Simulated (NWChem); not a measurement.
Isomers of C4H6O, each optimised at B3LYP/6-31G* with NWChem, gas phase unless a solvent is named. Flexible species stand in one conformer each, which need not be the lowest. Pople sets run with spherical d functions. Relative energies count from the lowest isomer at each level and are electronic, without zero-point energy, on those geometries.

A: C1C=CCO1
B: O1C(=C)CC1
C: C#CCCO
D: C#CCOC

```json
[
 {"quantity": "relative energy, PBE/def2-TZVP (kcal/mol)", "A": "0.0", "B": "8.8", "C": "25.3", "D": "36.0"},
 {"quantity": "relative energy, LDA (Slater exchange, VWN5)/def2-TZVP (kcal/mol)", "A": "0.0", "B": "10.6", "C": "31.2", "D": "42.7"},
 {"quantity": "relative energy, M06-2X/def2-TZVP (kcal/mol)", "A": "0.0", "B": "12.1", "C": "22.5", "D": "33.1"},
 {"quantity": "highest harmonic frequency (cm⁻¹), B3LYP/6-31G*", "A": "___", "B": "3275", "C": "3731", "D": "3497"},
 {"quantity": "SMD solvation free energy in toluene, B3LYP/6-31G* (kcal/mol)", "A": "___", "B": "-3.9", "C": "-5.4", "D": "-3.4"}
]
```

### Question
Fill in the missing entries.

### Answer

- highest harmonic frequency (cm⁻¹), B3LYP/6-31G*, A: 3243
- SMD solvation free energy in toluene, B3LYP/6-31G* (kcal/mol), A: -4.0
